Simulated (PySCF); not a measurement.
## GeH2O: where a starting geometry ends

The starting geometry of this gas-phase singlet was optimised with GFN2-xTB; its bonds are those of `[OH][GeH]`.

```
atom    x (Å)    y (Å)    z (Å)
  Ge  -0.6475  -0.2987  -0.3030
   O   0.8386   0.3408   0.3705
   H  -0.4088   0.2052  -1.9040
   H   1.5273   0.8185  -0.0882
```

Predict what becomes of its bonds when it is optimised with B3LYP/6-31G*.

It keeps its bonds, and is `[OH][GeH]`.

The energy falls by 0.12 eV over 6 steps:

| step | E − E(last) (eV) |
| --- | --- |
| 1 | 0.115 |
| 2 | 0.032 |
| 3 | 0.002 |
| 4 | 0.000 |
| 5 | 0.000 |
| 6 | 0.000 |

Final geometry (Å):

```xyz
4

Ge   -0.6582   -0.2973   -0.3227
O     0.8575    0.3429    0.4307
H    -0.3210    0.2361   -1.8317
H     1.4234    0.7968   -0.2133
```

The end wasn't checked by frequencies. Run with PySCF 2.14.0, 11 s on 2 threads of Arm Neoverse V1, on a shared host.
